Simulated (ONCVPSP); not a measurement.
**W (Z = 74), ONCV: configuration errors across variants**

- Element: W (Z = 74)
- Generator: ONCVPSP 4.0.1
- Type: optimised norm-conserving Vanderbilt (ONCV)
- Functional: PBE
- Relativity: scalar-relativistic
- Frozen core: [Kr] 4d10
- Valence charge: 28
- Reference configuration: 4f14 5s2 5p6 5d4 6s0.5 (charge +1.5)
- Partial waves: 5s+6s: rc 1.75 bohr, ncon 3, nbas 8, qcut 5.9 1/bohr, 3 projectors, debl 3.7 Ha; 5p: rc 1.25 bohr, ncon 4, nbas 9, qcut 6.1 1/bohr, 1 projector; 5d: rc 2.15 bohr, ncon 3, nbas 8, qcut 8.8 1/bohr, 2 projectors, debl 1.1 Ha; 4f: rc 0.60 bohr, ncon 4, nbas 8, qcut 25.9 1/bohr, 2 projectors, debl 3.8 Ha
- Local potential: polynomial inside 0.55 bohr (lpopt 4, dvloc0 0 Ha)
- Core correction: Teter function, fcfact 2.75, rcfact 1.4

All-electron excitation energies from the reference (eV): (1) 4f14 5s2 5p6 5d4 6s2 -15.836; (2) 4f14 5s2 5p6 5d4 6s1 -6.952; (3) 4f14 5s2 5p6 5d4 6s0 8.728; (4) 4f14 5s2 5p6 5d3 6s0 34.110.

A true bound ghost makes a file unfit for plane-wave use even where its test errors are small: the radial tests pick states by their node count and pass the ghost by.

Errors AE − PS in meV (a dash: test not solved or not reliable):

```csv
change,(1),(2),(3),(4),bound ghosts,GHOST(+) flags above zero
base,+1.0,+1.6,-3.4,-6.6,"s, p",d
"all radii but the core radius scaled by about 0.80 (s 1.40, p 1.00, d 1.72, f 0.48 bohr); local potential polynomial inside 0.44 bohr (lpopt 4, dvloc0 0 Ha)",+2.6,+1.9,-3.2,-6.6,"s, p, d",s
"all radii but the core radius scaled by about 0.87 (s 1.52, p 1.10, d 1.88, f 0.52 bohr); local potential polynomial inside 0.48 bohr (lpopt 4, dvloc0 0 Ha)",+2.0,+1.8,-3.3,-6.9,"s, p","s, d"
"all radii but the core radius scaled by about 0.94 (s 1.64, p 1.18, d 2.02, f 0.56 bohr); local potential polynomial inside 0.52 bohr (lpopt 4, dvloc0 0 Ha)",+1.4,+1.6,-3.3,-6.8,"s, p",d
"all radii but the core radius scaled by about 1.17 (s 2.04, p 1.46, d 2.50, f 0.70 bohr); local potential polynomial inside 0.64 bohr (lpopt 4, dvloc0 0 Ha)",+0.2,+1.4,-3.7,-4.3,"s, p",none
"all radii but the core radius scaled by about 1.25 (s 2.18, p 1.56, d 2.70, f 0.76 bohr); local potential polynomial inside 0.68 bohr (lpopt 4, dvloc0 0 Ha)",–,+0.6,-4.9,-0.2,"s, p",d
"all radii but the core radius scaled by about 1.31 (s 2.30, p 1.64, d 2.82, f 0.78 bohr); local potential polynomial inside 0.72 bohr (lpopt 4, dvloc0 0 Ha)",+0.9,+1.5,-3.8,+3.6,"s, p",d
```

Question: Give the same row for: all radii but the core radius scaled by about 1.10 (s 1.92, p 1.38, d 2.36, f 0.66 bohr); local potential polynomial inside 0.60 bohr (lpopt 4, dvloc0 0 Ha).

Answer: +0.6, +1.5, -3.6, -5.3; bound ghosts: s, p; GHOST(+) flags above zero: d.
